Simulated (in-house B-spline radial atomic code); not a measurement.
A fraction x of an electron is removed from 4p in Cd³⁺, starting from [Kr] 4d9 and keeping the highest spin. Level of theory: scalar-relativistic (X2C) Hartree-Fock with fractional occupations, spin-polarised, spherical fractional occupations, Fermi nucleus of rms radius 4.6087 fm; calculated with a B-spline radial code for spherical atoms.

Caution: exact exchange at fractional occupations of open shells leaves self-interaction of up to several eV.

```json
{"x": "0", "E(x) - E(0) (eV)": "0.0000", "4p down level (eV)": "-118.497"}
{"x": "0.07", "E(x) - E(0) (eV)": "8.3181", "4p down level (eV)": "-119.164"}
{"x": "0.19", "E(x) - E(0) (eV)": "22.6870", "4p down level (eV)": "-120.319"}
{"x": "0.3", "E(x) - E(0) (eV)": "?", "4p down level (eV)": "?"}
{"x": "0.39", "E(x) - E(0) (eV)": "?", "4p down level (eV)": "?"}
{"x": "0.5", "E(x) - E(0) (eV)": "60.4558", "4p down level (eV)": "-123.365"}
{"x": "0.62", "E(x) - E(0) (eV)": "75.3316", "4p down level (eV)": "-124.568"}
{"x": "0.75", "E(x) - E(0) (eV)": "91.6108", "4p down level (eV)": "-125.883"}
{"x": "0.86", "E(x) - E(0) (eV)": "105.5197", "4p down level (eV)": "-127.007"}
{"x": "0.94", "E(x) - E(0) (eV)": "115.7132", "4p down level (eV)": "-127.831"}
{"x": "1", "E(x) - E(0) (eV)": "123.4016", "4p down level (eV)": "-128.451"}
```

Question: What belongs in the row x = 0.3?

Answer: An energy change of 35.9809 eV; 4p down at -121.390 eV.

Question: What belongs in the row x = 0.39?

Answer: An energy change of 46.9457 eV; 4p down at -122.274 eV.

Question: Check Janak's theorem between x = 0.07 and 0.19.

Answer: The slope of the energy is 119.74 eV; the orbital levels give 119.74 eV (-ε of the emptying orbital, averaged over the two points).
